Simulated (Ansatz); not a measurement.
Species: BeCl (charge 0, doublet). 
Structure (B3LYP-D3(BJ)/def2-TZVP (Ansatz, an electronic-structure program) minimum search):
```xyz
2

Be     0.0000     0.0000    -1.4703
Cl     0.0000     0.0000     0.3460
```
Charge 0, spin multiplicity 2.

Property: vertical ionisation energy (to the singlet state of charge +1; each state is the SCF solution reached for its spin), in eV. Valence correlation only, unless marked. UHF or UKS for open shells. Spin-orbit coupling is left out. No relativistic terms. Basis-set limits of correlation are two-point, X^-3; Hartree-Fock from the larger set.

CCSD(T)/CBS(def2-TZVPPD,def2-QZVPPD) (Ansatz) gives 8.77 eV.

Question: Another calculation gave 8.94 eV. Which level was it?
A) CAM-B3LYP/def2-TZVPD (Ansatz)
B) PBE/def2-TZVPD (Ansatz)
C) wB97M-V/def2-TZVPD (Ansatz)

Answer: A, CAM-B3LYP/def2-TZVPD (Ansatz). The others give 8.81 (PBE), 8.59 (wB97M-V) eV.
